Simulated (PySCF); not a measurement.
C7H10FPSi.
SMILES with atom numbers: `[F:1][c:2]1[cH:3][cH:4][c:5]([PH:6][CH2:7][SiH3:8])[cH:9][cH:10]1`

Geometry (GFN2-xTB, Å), atoms numbered from 1 in this order:
```xyz
20
C7H10FPSi angstrom
F     -3.5520    1.0881    1.6992
C     -2.5686    0.5772    0.9279
C     -2.0522   -0.6677    1.2371
C     -1.0394   -1.1817    0.4489
C     -0.5444   -0.4579   -0.6301
P      0.7750   -1.1050   -1.7199
C      2.1601    0.0228   -1.2179
Si     2.4934    0.1977    0.6531
C     -1.1011    0.7824   -0.9300
C     -2.1105    1.3131   -0.1503
H     -2.4392   -1.2147    2.0824
H     -0.6282   -2.1546    0.6766
H      1.1218   -2.1645   -0.8690
H      3.0473   -0.3598   -1.7293
H      1.9473    0.9978   -1.6641
H      2.6749   -1.1374    1.2280
H      1.3716    0.8804    1.2988
H      3.7199    0.9822    0.8060
H     -0.7356    1.3362   -1.7835
H     -2.5454    2.2763   -0.3669
```

NICS = −σ at a ghost point: NICS(0) at the centroid of the ring atoms, NICS(1) 1 Å to either side along the normal of their mean plane, zz for the tensor component along that normal. Level: GIAO PBE0/pcSseg-1 (PySCF, non-relativistic, gas phase) on the GFN2-xTB geometry, one conformer.

Ring bond lengths (Å), with Mayer bond orders in brackets: C2–C3 1.383 (1.43), C3–C4 1.382 (1.42), C4–C5 1.390 (1.41), C5–C9 1.392 (1.40), C9–C10 1.381 (1.44), C10–C2 1.383 (1.42).

Task: What do the NICS probes read (ppm)?

Result: 
```csv
ring,type,NICS(0),"NICS(1), two faces","NICS(1)zz, two faces",rms pucker (Å),"centre to ring atoms, mean (Å)"
C2–C3–C4–C5–C9–C10,6-membered carbocycle; formal bonds all aromatic,-9.6,-11.0 / -11.0,-27.1 / -27.4,0.01,1.39
```

Task: What do they say, and how far can they be read as aromaticity?

Result: 
- C2–C3–C4–C5–C9–C10: mean NICS(1)zz -27.2 ppm, shielded, aromatic by this magnetic criterion (flat ring, no four-coordinate atom).

Task: How equal are the bonds by HOMA? Use HOMA with the parameters of Krygowski (1993).

Result: 
- C2–C3–C4–C5–C9–C10: HOMA 0.99 = 1 − EN − GEO, with mean bond length 1.385 Å, EN = α(Ropt − mean)² = 0.002 and GEO = α × variance = 0.005. The geometric and the magnetic index point the same way.

Task: At the first NICS(1) probe listed for ring C2–C3–C4–C5–C9–C10, 1 Å off the ring, what do the in-plane components average?

Result: The isotropic value is a third of the trace: (3 × -11.0 − (-27.1))/2 = -2.9 ppm.

Task: How shielded are the nuclei of the rings and their hydrogens (means over atoms taken as equivalent)?

Result: 
```tsv
atoms	environment	σ isotropic (ppm)
C2	aromatic C–F carbon	13.9
C3 (×2)	aromatic CH carbon	65.3
C4 (×2)	aromatic CH carbon	46.9
C5	substituted aromatic carbon	46.9
H11 (×2)	aromatic hydrogen	24.40
H12 (×2)	aromatic hydrogen	24.01
```
